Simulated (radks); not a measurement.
Results of a calculation; reference values are marked as such.
Species: Dy4+. Configuration: [Xe] 4f8 (the NIST ground configuration).

Level of theory: scalar-relativistic Kohn-Sham, PBE, spin-polarised, spherical densities, point nucleus; open shells are filled with parallel spins first (spin-orbit coupling, left out, can overturn this in heavy ions) (a radial shooting solver on a logarithmic mesh with Libxc functionals).

Energy parts (eV):
| part | energy |
|---|---|
| total | -330735.16 |
| kinetic | 356872.63 |
| electron-nucleus | -806150.82 |
| Hartree | 125656.84 |
| exchange-correlation | -7113.82 |

Orbitals (lengths in bohr, moments of r in powers of bohr; <r^-3> diverges for s and p1/2):
| orbital | occ. | eigenvalue (eV) | <r^2> | <r^-3> |
|---|---|---|---|---|
| 1s down | 1 | -53715.60 | 0.0006092 | - |
| 1s up | 1 | -53715.60 | 0.0006092 | - |
| 2s up | 1 | -8989.927 | 0.009520 | - |
| 2s down | 1 | -8989.869 | 0.009519 | - |
| 2p up | 3 | -7981.880 | 0.007708 | 12810 |
| 2p down | 3 | -7981.839 | 0.007708 | 12810 |
| 3s up | 1 | -2045.683 | 0.06290 | - |
| 3s down | 1 | -2043.045 | 0.06280 | - |
| 3p up | 3 | -1736.300 | 0.06320 | 2721 |
| 3p down | 3 | -1733.671 | 0.06308 | 2727 |
| 3d up | 5 | -1338.364 | 0.05292 | 364.0 |
| 3d down | 5 | -1336.356 | 0.05277 | 364.9 |
| 4s up | 1 | -450.6184 | 0.3153 | - |
| 4s down | 1 | -444.8554 | 0.3155 | - |
| 4p up | 3 | -348.4445 | 0.3559 | 615.8 |
| 4p down | 3 | -342.7615 | 0.3563 | 614.2 |
| 4d up | 5 | -209.2936 | 0.4232 | 69.54 |
| 4d down | 5 | -203.7082 | 0.4252 | 69.20 |
| 5s up | 1 | -96.3055 | 1.721 | - |
| 5s down | 1 | -93.6749 | 1.766 | - |
| 5p up | 3 | -70.1714 | 2.256 | 95.04 |
| 5p down | 3 | -68.2406 | 2.327 | 90.08 |
| 4f up | 7 | -57.0479 | 0.7151 | 10.39 |
| 4f down | 1 | -51.9432 | 0.7662 | 10.08 |
| 5d up | 0 | -38.2005 | 4.080 | 6.750 |
| 5d down | 0 | -37.2674 | 4.250 | 6.282 |
| 6s up | 0 | -32.9741 | 8.464 | - |
| 6s down | 0 | -32.5182 | 8.661 | - |

The highest occupied level is 4f down at -51.943 eV. Spin moment in Bohr magnetons: 6.
